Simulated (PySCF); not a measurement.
Scandium: a sound run and one with changed settings

Sound run: Sc [Ar] 3d1 4s2, Sc+ [Ar] 3d1 4s1. All numbers are calculated (PySCF 2.14, the spin-free X2C one-electron Hamiltonian (Gaussian nucleus), in jorge-DZP-DKH (8s6p2d1f, 43 functions)). The sound run starts from symmetry-adapted Hartree-Fock orbitals and uses a fine grid where one is needed.

Changed run: radial step 0.5 in ln r (0.13 in the sound run). This setting is unsound on purpose.

```
species  method  sound run (hartree)  changed run (hartree)  converged
     Sc     UHF           -763.26357             -763.26357        yes
     Sc    MN15           -764.56905             -764.67737        yes
     Sc     LDA           -762.19400             -762.17868        yes
    Sc+     UHF           -763.06641             -763.06641        yes
    Sc+    MN15           -764.32274             -764.43660        yes
    Sc+     LDA           -761.95010             -761.93461        yes
```

Ionisation energy of Sc:

| method | sound run (eV) | changed run (eV) |
| --- | --- | --- |
| UHF | 5.365 | 5.365 |
| MN15 | 6.702 | 6.552 |
| LDA | 6.637 | 6.642 |

A coarse radial grid mis-integrates the density and the exchange-correlation energy, with errors of either sign; Hartree-Fock needs no grid.

For comparison, NIST gives 6.561 eV between the lowest levels.
